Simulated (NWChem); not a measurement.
Species: BCl cation, doublet

Program: NWChem. Spin-unrestricted. The geometry was optimised at PBE0/def2-SVP, spin-unrestricted. No stability test was run on the SCF state. Vertical excitations in the gas phase; the lowest state need not have the same character in each row. Excited states of an open shell can be spin-contaminated.

```tsv
level	lowest excitation (eV)	oscillator strength of that lowest state	lowest state with f > 0.02 (eV)	oscillator strength of that bright state	lowest empty minus highest occupied level, either spin (eV)
PBE/aug-cc-pVDZ, TDA	4.40	0.000	5.18	0.037	3.22
B3LYP/aug-cc-pVDZ, TDA	…	0.000	…	0.038	…
LRC-wPBEh/aug-cc-pVDZ, TDA	4.82	0.008	5.50	0.030	9.57
LDA (Slater exchange, VWN5)/aug-cc-pVDZ, TDA	4.22	0.000	4.98	0.037	2.66
```

**Question.** Fill in the missing entries.

**Answer.** 
- B3LYP/aug-cc-pVDZ, TDA, lowest excitation (eV): 4.50
- B3LYP/aug-cc-pVDZ, TDA, lowest state with f > 0.02 (eV): 5.23
- B3LYP/aug-cc-pVDZ, TDA, lowest empty minus highest occupied level, either spin (eV): 4.99
